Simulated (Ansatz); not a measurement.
Born–Oppenheimer molecular dynamics of ClH₃OSn (6 atoms, charge 0, multiplicity 1). It starts at the highest image of a converged band, a first-order saddle point between two minima.

All numbers below come from Ansatz, RKS BLYP/def2-SVP.

```yaml
ensemble: NVE (velocity Verlet)
time_step: 0.5 fs
steps_asked: 200
starting_velocities_drawn_for: 100 K
seed: 6924
```

First frame:

```xyz
6
Properties=species:S:1:pos:R:3
Sn 0.270 -0.105 -0.460
Cl 1.194 0.027 2.078
H 1.855 0.144 0.323
O -0.853 1.559 -0.715
H -1.798 1.377 -0.533
H -0.860 -1.455 -0.372
```

Question: How far do the bonds stretch over the last three quarters of this one trajectory? (Pairs bonded in most of those frames.)

Answer: 
```json
{"bond": "Sn1–O4", "mean (Å)": "2.053", "spread (Å)": "0.029", "shortest": "2.01", "longest": "2.10"}
{"bond": "Sn1–H6", "mean (Å)": "1.840", "spread (Å)": "0.014", "shortest": "1.82", "longest": "1.87"}
{"bond": "Cl2–H3", "mean (Å)": "1.339", "spread (Å)": "0.088", "shortest": "1.20", "longest": "1.54"}
{"bond": "O4–H5", "mean (Å)": "0.981", "spread (Å)": "0.011", "shortest": "0.96", "longest": "1.00"}
```

Pairs bonded in part of these frames only: Sn1–Cl2 45 %, Sn1–H3 7 %.

Mean temperature of the second half: 1227 K. The conserved energy stayed within 0.4 meV per atom of its start (net change 0.11 meV per atom), so the integration is sound. The kinetic energy rose, since the run started high on the potential surface and went downhill. It ends in pieces (ClH + H2OSn), so much of that is their flight and rotation, not heat. A run of 0.1 ps of so small a system gives no equilibrium averages. The orbitals stay closed-shell, which can raise the energy where a bond breaks towards radicals; this wasn't checked here.

Time of the run: 6.2 min on 1 thread of Arm Neoverse V1, with other jobs on the host, peak memory 0.12 GiB.
